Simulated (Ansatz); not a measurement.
Computed with Ansatz on PBE0-D4/def2-TZVP structures; ΔE is electronic, products minus reactants. CCSD(T)/CBS is the MP2 limit (def2-TZVPP, def2-QZVPP) plus CCSD(T) − MP2 in def2-TZVPP, frozen cores. Functionals use def2-TZVPP. HSE06 is defined as in plane-wave codes. def2 core potentials past Kr. For I outer-core shells are correlated without core-valence functions, which leaves a few kJ/mol of doubt a bond. Each species was taken in one conformer, which may not be the lowest.

Reaction (formal exchange of groups at the Si–F bond): `F[Si](F)(F)I` + `OC(F)(Cl)Cl` → `F[Si](F)(Cl)I` + `OC(F)(F)Cl`

CCSD(T)/CBS gives +0.24 eV.

(1) Another level gave +0.12 eV. Which?
A. HSE06/def2-TZVPP
B. HF/def2-TZVPP
C. BLYP/def2-TZVPP
D. revPBE/def2-TZVPP

Largest T1 diagnostic among the species: 0.011.

Results:

(1) A. HSE06 0.12, BLYP 0.25, HF/def2-TZVPP 0.08, revPBE 0.17 eV.

At CCSD(T), def2-SVP lies −0.35 eV from the extrapolated value and def2-TZVPP −0.04 eV. In def2-TZVPP, CCSD(T) changes the Hartree–Fock value by +0.12 eV (the triples alone add +0.02 eV) and MP2 by +0.16 eV. From r2SCAN to r2SCAN0 (25 % exact exchange), in def2-TZVPP and without D4, ΔE moves by −0.04 eV.
